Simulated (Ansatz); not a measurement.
Two isomers of ClH5O4Si2: A = `O[SiH](Cl)[Si](O)(O)O`, B = `O[SiH](O)O[SiH](O)Cl`.

Calculated with Ansatz (gas phase, PBE0-D4/def2-TZVP geometries, no zero-point term in ΔE). CBS: MP2 limit from def2 TZ/QZ plus the TZ coupled-cluster correction, frozen cores. Functionals use def2-TZVPP. B3LYP here is the variant with VWN-RPA as its local correlation; programs differ in this. Each species was taken in one conformer, which may not be the lowest.

Question: Which isomer does CCSD(T)/CBS put lower? Give the gap. (An estimate is asked.)

Answer: Computed: B, by 36.6 kcal/mol.

Question: Give E(B) − E(A) in kcal/mol with B3LYP-D4, HF/def2-TZVPP, r2SCAN-D4, MP2/def2-TZVPP, PBE-D4, ωB97M-V, PBE0-D4. (Estimate.)

Answer: The calculation gave: B3LYP-D4 -35.3, HF/def2-TZVPP -42.0, r2SCAN-D4 -35.2, MP2/def2-TZVPP -38.1, PBE-D4 -29.4, ωB97M-V -36.8, PBE0-D4 -32.2. None reverses the order clearly.

Largest T1 diagnostic: 0.012.

In def2-TZVPP, CCSD(T) changes the Hartree–Fock value by +5.3 kcal/mol (the triples alone add +0.8 kcal/mol) and MP2 by +3.9 kcal/mol. From PBE to PBE0 (25 % exact exchange), in def2-TZVPP and without D4, E(B) − E(A) moves by −2.7 kcal/mol.
